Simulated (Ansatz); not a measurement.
Question: Name a neutral molecule of C, F, Ti and H with HOMO energy (ωB97M-V/def2-TZVPP) between -10.85 and -10.55 eV and HOMO–LUMO gap (PBE/def2-TZVPP) between 3.45 and 3.75 eV (Ansatz, PBE0-D4/def2-TZVP geometry).

Answer: `[CH3][Ti]([CH3])([F])[F]` (-10.74 eV, 3.52 eV). Other molecules can fit too; these were computed, each in one conformer that needn't be the lowest.
